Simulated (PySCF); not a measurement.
Job for PySCF: R-MP2/6-31G* on C5H6O (SMILES C=CC(=O)C=C).

```python
from pyscf import gto, scf, dft, mp
from pyscf.data.elements import chemcore

mol = gto.M(
    atom='''
    C    -2.45049043   -0.01072823   -0.21374368
    C    -1.18700204    0.16832290   -0.58674370
    C    -0.05132461   -0.12127853    0.33259680
    O    -0.22596213   -0.53390964    1.46430071
    C     1.31105202    0.12476774   -0.21714052
    C     2.40558329   -0.09536503    0.50475518
    H    -2.67545183   -0.37589607    0.78086714
    H    -3.27719729    0.19881409   -0.87937493
    H    -0.94630647    0.53320883   -1.57890250
    H     1.38047528    0.49261320   -1.23464988
    H     2.32039235   -0.46300161    1.52003470
    H     3.39623184    0.08245233    0.10800070
    ''',
    basis='6-31g*',
    cart=True,
    charge=0, spin=0, verbose=3, max_memory=1800)
mf = scf.RHF(mol)
mf.conv_tol = 1e-8
mf.max_cycle = 100
mf.kernel()
if not mf.converged:
    mf = mf.newton().run(mf.mo_coeff, mf.mo_occ)
pt = mp.MP2(mf, frozen=chemcore(mol)).run()
```

The log:

```
converged SCF energy = -267.648818574777
E(RMP2) = -268.44838035231  E_corr = -0.799561777533841
E(SCS-RMP2) = -268.431335081576  E_corr = -0.782516506799167
```

Self-consistency was reached.

Cost: about 3 core-seconds (a rough figure).
